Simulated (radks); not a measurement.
Values are calculated unless marked as measured or tabulated.
Fractional charge and spin in the 4p shell of niobium: the spin-up occupation runs from 2 to 3 and the spin-down occupation from 2 to 3; the fullest corner is Nb3+, [Ar] 3d10 4s2 4d(up 1, down 1) 4p(up 3, down 3). Level of theory: scalar-relativistic Kohn-Sham, BLYP, spin-polarised, spherical densities, point nucleus (a radial shooting solver on a logarithmic mesh with Libxc functionals). Energy (eV) minus the two flat planes that join the four corners (they meet along the diagonal where the two added fractions sum to one electron); zero is where a piecewise linear energy would lie.

down \ up,2,2.25,2.5,2.75,3
2,0.000,-1.523,-2.024,-1.513,0.000
2.25,-1.523,-1.950,-1.368,0.212,-1.437
2.5,-2.024,-1.368,0.283,-1.298,-1.907
2.75,-1.513,0.212,-1.298,-1.839,-1.423
3,0.000,-1.437,-1.907,-1.423,0.000

Corners above the fullest one (they belong to Nb4+ and the next ion): (up 3, down 2) 71.990 eV, (up 2, down 3) 71.990 eV, (up 2, down 2) 160.84 eV. With half an added electron in each spin the energy lies 0.283 eV from the planes, and with half an added electron in spin up alone -2.024 eV. The planes are only a guide here: the flat-plane condition holds for ground states with one frontier orbital, while this shell lies below other occupied shells, so the corners above the fullest one are inner-hole states and not the ground states of those ions.
